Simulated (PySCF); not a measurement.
An unknown shows these calculated signals:

1H NMR (600 MHz, computed): δ 10.57 (m, 1H), 8.15 (m, 1H).

13C{1H} NMR (computed): δ 197.8 (C), 192.0 (CH), 154.8 (C), 132.1 (C), 130.2 (CH).

[PySCF 2.14.0 with density-fitted response routines: shieldings: GIAO PBE0/pcSseg-1; geometry: GFN2-xTB; fast rotation and ring inversion assumed for equivalent nuclei; one conformer; non-relativistic Hamiltonian; no solvent model]

Referencing at the same level of theory: 1H (σ = 31.72 ppm) and 13C (σ = 186.93 ppm) against TMS.

**Question.** Which of these does the molecule contain: a C≡C triple bond, a heteroaromatic ring, a non-aromatic C=C double bond, a CF3 group, an NH or NH2 group?

**Answer.** 
- A C≡C triple bond: no.
- A heteroaromatic ring: yes.
- A non-aromatic C=C double bond: no.
- A CF3 group: yes (δC 132.1).
- An NH or NH2 group: no.

The data belong to `FC(F)(F)c1cc(Cl)pcn1`, C₅H₂ClF₃NP; they needn't prove each group on their own.

Carbon signals by region: 2 in the far downfield region (above 160 ppm), 3 in the sp2 and nitrile region (100–160 ppm). Above 160 ppm: 197.8, aromatic carbon bearing chlorine, 192.0, aromatic CH next to a ring nitrogen.

Carbons that carry Cl, above all several Cl atoms, come out too deshielded, partly because spin–orbit coupling is missing. Splittings by 19F and 31P in the carbon and heteronuclear signals aren't shown, as no couplings were computed. Shifts are as computed. Against solution values, carbons near 30 ppm lie about +3 ppm off and those near 130 ppm about +5 ppm; carbons on Cl a further +6 ppm. Of 1211 compounds with measured shifts, 218 miss one by over three times the rms of a fit or turn the order of signals round; such compounds aren't used in these exercises. Multiplicities follow the n + 1 count of equivalent neighbours, as no J values were calculated; m marks all less simple cases, F and P coupling included.
